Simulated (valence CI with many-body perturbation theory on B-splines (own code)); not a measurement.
**Ta42+ in brief**

Calculated by relativistic CI+MBPT: three valence electrons over a frozen Dirac-Fock core [Ar] 3d10, radial functions for each j: 9 s, 9 p, 8 d, 6 f, 3 g, 1 h, with the one-electron correlation potential Σ1, the two-electron term Σ2, the three-electron term Σ3, Breit, model QED; selected CI, second order for the rest, scaled by the run's own slope (own B-spline code, finite nucleus).

The last digits are not significant, and no measured levels were compared; by estimate large intervals hold to a few tenths of a per cent, small ones and those within an open d or f shell to about a per cent.

Levels are named by their leading jj configuration (3d3/2^4 stands for four electrons in 3d with j = 3/2), which in mixed levels can hold well under half, so a name can repeat and another be missing.

Rates and lifetimes use the calculated energies. Strong lines usually hold to 10 to 20 %, long lifetimes can be off by a factor of two.

(1) What is the ground level?

(2) Where does the other parity begin?

(3) What are the static dipole polarisabilities of the lowest levels?

(4) Name the longest-lived excited levels whose lifetime is computed, and their main decay.

(5) What is the ionisation energy?

## Answers

(1) (4s^2 4p1/2) J=1/2, composition 100 % 4s²4p ²P°, g = 0.659.

(2) At (4s 4p1/2^2) J=1/2, 94.21 eV.

(3) (4s^2 4p1/2) J=1/2 0.0343 bohr³, of which the core gives 0.00225.

(4) (4s 4p3/2 4d5/2) J=9/2 at 431.03 eV lives 312 ns, mostly by M1 to (4s 4p1/2 4d5/2) J=7/2; (4s^2 4p3/2) J=3/2 at 91.29 eV lives 271 ns, mostly by M1 to (4s^2 4p1/2) J=1/2.

(5) 2114.1 eV; NIST lists 2113 ± 4 eV (theoretical).
